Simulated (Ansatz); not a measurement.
Ansatz (a program for electronic structure) input (HF/STO-3G):

Ansatz 0.2 input:
```yaml
crystal:
  periodic: [false, false, false]
  atoms:
    - {symbol: Ge, position_ang: [0.00055146, -0.00516327, 0.54068547]}
    - {symbol: Cl, position_ang: [1.17608187, 1.39339809, -0.49682065]}
    - {symbol: Cl, position_ang: [-1.17711991, -1.38367900, -0.52094022]}
basis:
  gaussian:
    orbitals: STO-3G
hamiltonian:
  xc: {name: HF}
total_charge: 1
magnetization: {spin_polarized: true, initial_magnetization: 1}
relax: {f_tol: 0.003, max_steps: 120}
```

From the last part of the output:

```
WARN ansatz: RAYON_NUM_THREADS=1 ignored (pool sized by the plan → 1); use --threads N
Functional definition: HF
integrals: 0.00 GiB planned
404 factors; integrals over basis functions are off by at most 7.7e-6 eV
mean field: 0.13 GiB planned
mean field evaluation 1: about -80561.7010 eV, gradient 1.6e1 eV
mean field evaluation 2: about -80561.7165 eV, gradient 1.6e1 eV
mean field evaluation 4: about -80565.3542 eV, gradient 1.3e0 eV
mean field evaluation 8: about -80565.3995 eV, gradient 7.7e-6 eV
mean field -80565.39948442 eV, -2960.7238218632 hartree, gradient 8.4e-6 eV, S^2 0.763421; 0 other end points of the search recorded, 0 dependent functions left out
the calculation of the forces begins
reference -80565.39948442 eV, -2960.7238218632 hartree; 33, 32 occupied and 3, 4 virtual orbitals, 404 factors
relax step   1: F+E_penalty+E_count = -80565.39948442 eV  Δ(F+E_penalty+E_count) = +0.000e0 eV  max|allowed force component| = 2.643e-1 eV/Å  Δτ_max = 0.0000 Å  (34 SCF iters, accepted)
these checks for a lower state are left out or cut short: starts, cluster_reference, orbital_swaps, neighbouring_geometries, increment
integrals: 0.00 GiB planned
404 factors; integrals over basis functions are off by at most 7.7e-6 eV
mean field: 0.13 GiB planned
mean field evaluation 16: about -80565.4109 eV, gradient 1.7e-5 eV
mean field -80565.41086463 eV, -2960.7242400783 hartree, gradient 1.7e-5 eV, S^2 0.762307; 0 other end points of the search recorded, 0 dependent functions left out
the calculation of the forces begins
reference -80565.41086463 eV, -2960.7242400783 hartree; 33, 32 occupied and 3, 4 virtual orbitals, 404 factors
relax step   2: F+E_penalty+E_count = -80565.41086463 eV  Δ(F+E_penalty+E_count) = -1.138e-2 eV  max|allowed force component| = 3.632e-2 eV/Å  Δτ_max = 0.0556 Å  (33 SCF iters, accepted)
these checks for a lower state are left out or cut short: starts, cluster_reference, orbital_swaps, neighbouring_geometries, increment
integrals: 0.00 GiB planned
404 factors; integrals over basis functions are off by at most 7.7e-6 eV
mean field: 0.13 GiB planned
mean field -80565.41150840 eV, -2960.7242637365 hartree, gradient 1.8e-5 eV, S^2 0.762411; 0 other end points of the search recorded, 0 dependent functions left out
the calculation of the forces begins
reference -80565.41150840 eV, -2960.7242637365 hartree; 33, 32 occupied and 3, 4 virtual orbitals, 404 factors
relax step   3: F+E_penalty+E_count = -80565.41150840 eV  Δ(F+E_penalty+E_count) = -6.438e-4 eV  max|allowed force component| = 1.008e-2 eV/Å  Δτ_max = 0.0113 Å  (26 SCF iters, accepted)
these checks for a lower state are left out or cut short: starts, cluster_reference, orbital_swaps, neighbouring_geometries, increment
integrals: 0.00 GiB planned
404 factors; integrals over basis functions are off by at most 7.7e-6 eV
mean field: 0.13 GiB planned
mean field -80565.41151320 eV, -2960.7242639128 hartree, gradient 1.7e-5 eV, S^2 0.762385; 0 other end points of the search recorded, 0 dependent functions left out
the calculation of the forces begins
reference -80565.41151320 eV, -2960.7242639128 hartree; 33, 32 occupied and 3, 4 virtual orbitals, 404 factors
relax step   4: F+E_penalty+E_count = -80565.41151320 eV  Δ(F+E_penalty+E_count) = -4.799e-6 eV  max|allowed force component| = 1.486e-3 eV/Å  Δτ_max = 0.0004 Å  (27 SCF iters, accepted)
integrals: 0.00 GiB planned
404 factors; integrals over basis functions are off by at most 7.7e-6 eV
mean field: 0.13 GiB planned
mean field evaluation 32: about -80565.4115 eV, gradient 3.1e-2 eV
mean field -80565.41151320 eV, -2960.7242639128 hartree, gradient 1.7e-5 eV, S^2 0.762385; 1 other end points of the search recorded, 0 dependent functions left out
the calculation of the forces begins
reference -80565.41151320 eV, -2960.7242639128 hartree; 33, 32 occupied and 3, 4 virtual orbitals, 404 factors
Total energy: -80565.41151320 eV, -2960.7242639128 hartree
Atom 0 at     0.000581    -0.005439     0.569585 Å, force    -0.000002     0.000014    -0.001486 eV/Å
Atom 1 at     1.148732     1.361277    -0.511550 Å, force    -0.000676    -0.000806     0.000736 eV/Å
Atom 2 at    -1.149799    -1.351282    -0.535110 Å, force     0.000677     0.000791     0.000750 eV/Å
Dipole moment:     0.000713    -0.006673     0.698800 e Å
```

The dipole moment of an ion depends on the origin.
